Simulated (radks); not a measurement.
The numbers below are computed, except where a source is named.
Excited configurations of the boron ion B+: one electron is placed in a higher orbital outside [He] 2s1. The ground configuration is [He] 2s2. Level of theory: scalar-relativistic Kohn-Sham, LDA (Slater exchange, Perdew-Wang correlation), spin-polarised, spherical densities, finite nucleus; open shells are filled with parallel spins first; Fermi nuclear charge, rms radius 2.406 fm (a radial shooting solver on a logarithmic mesh with Libxc functionals). Excitation = E - E(ground); binding = E(ion) - E, where the ion is the core of charge +2; n* = 2/sqrt(2 binding) in atomic units, and the quantum defect is n - n*.

outer orbital,excitation (eV),binding (eV),quantum defect,eigenvalue (eV),<r> (bohr)
2p,4.169,20.390,0.366,-14.577,1.793
3s,15.367,9.192,0.567,-7.247,4.583
3d,17.857,6.702,0.150,-4.711,4.641
4d,20.645,3.915,0.271,-2.998,9.342
5s,21.632,2.927,0.688,-2.378,14.53
5d,22.034,2.525,0.358,-2.004,15.45
5f,22.221,2.338,0.175,-1.816,15.09
6d,22.800,1.759,0.438,-1.423,22.98
7s,23.129,1.430,0.832,-1.183,30.13
7p,23.210,1.349,0.649,-1.113,31.52
7f,23.327,1.233,0.356,-1.001,32.02

The Delta-SCF ionisation energy is 24.559 eV (NIST Atomic Spectra Database: 25.155 eV, measured). Self-interaction in the functional shifts the binding energies and quantum defects, so they are the method's values and not measured ones.
